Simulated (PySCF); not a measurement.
## Polarisability and C₆ of Sb³²⁺ (antimony, charge +32)

[Ar] 3d1, 2D determinant. Calculation: PySCF 2.14, in an uncontracted even-tempered set (18 s from 4.7 bohr⁻², ratio 2.5; 12 p from 6.1 bohr⁻², ratio 2.5; 8 d from 6.1 bohr⁻², ratio 2.5; 4 f from 21 bohr⁻², ratio 2.7; 3 g from 32 bohr⁻², ratio 2.7); the spin-free X2C one-electron Hamiltonian (Gaussian nucleus). Coupled (time-dependent) response in atomic units; α is the mean over directions.

```tsv
method	mean α (bohr³)	α xx, yy, zz	C₆ (like pair)	S(−4)
UHF	0.01865	0.01813, 0.01813, 0.01970	0.002991	0.0002193
```

S(−4) is the Cauchy moment in α(ω) = α(0) + S(−4) ω² + …

Spin-orbit coupling is absent.

α(iu) at UHF:

```
u (hartree)  α(iu) (bohr³)
          0        0.01865
       1.00        0.01844
       2.00        0.01782
       4.00        0.01579
       6.00        0.01341
       8.00        0.01126
       10.0       0.009510
       15.0       0.006661
       20.0       0.005099
       30.0       0.003483
       50.0       0.002059
```

A single London oscillator, α(iu) = α/(1 + u²/ω²), gives C₆ = (3/4) ω α². Matching the computed C₆ needs ω = 4 × 0.002991 / (3 × 0.01865²) = 11.5 hartree.

For an ion, C₆ is the dispersion term alone; charge-induced terms of lower order in 1/R come first.

The components differ because the open shell of this determinant is not spherical; for a pure term their mean is the scalar polarisability.

Spin-orbit coupling, absent here, splits the open shell strongly.
